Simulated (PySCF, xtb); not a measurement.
C₂H₆GaNO, SMILES [OH][Ga]([CH]=C)[NH2].

GFN2-xTB (xtb) at its own geometry gives an orbital gap of 3.94 eV and a dipole moment of 1.67 D.

Geometry: PBE0-D3(BJ)/def2-SVP. The structure was generated by enumeration; whether it is a known compound was not checked. The values are those of a single conformer.

Q: What does r2SCAN/def2-TZVP in PySCF give? (The exact figures need the calculation; the answer reports its results.)

A: gap 4.58 eV (levels -6.11 and -1.53 eV), dipole 2.09 D.
